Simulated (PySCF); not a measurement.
A structure optimised at ωB97X-D3(BJ)/def2-TZVP, used in a PySCF frequency run:

```
Mg
Cl 1 2.1675
Cl 1 2.1675 2 180.00
```
Charge 0, spin multiplicity 1.

Question: Write its SMILES, formula and point group.

Answer: [Cl][Mg][Cl], Cl2Mg, D∞h

Question: What are its rotational constants (standard atomic weights)?

Answer: 1.5173 GHz (linear rotor, B only)
